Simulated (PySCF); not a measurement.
AuCl₄, SMILES [Au-]([Cl])([Cl])([Cl])[Cl], charge -1, multiplicity 1.

Geometry optimised at PBE0-D3(BJ)/def2-SVPD. The spin state was assumed, not searched. The isomer is the one that the SMILES or the coordinates give; other isomers of the formula were not compared. The def2 effective core potentials stand for the cores of Au; spin–orbit coupling is left out.

All values below come from B3LYP/def2-SVPD (PySCF).

Gas-phase values at a fixed geometry.

Computed frontier levels, gap, dipole moment and polarisability:
highest occupied level: -3.79 eV
lowest empty level: -0.46 eV
orbital gap: 3.32 eV
dipole moment about the centre of nuclear charge: 0.00 D
mean static polarisability: 118.6 bohr³ (17.57 Å³)
polarisability, principal values: 70.8, 142.5, 142.5 bohr³
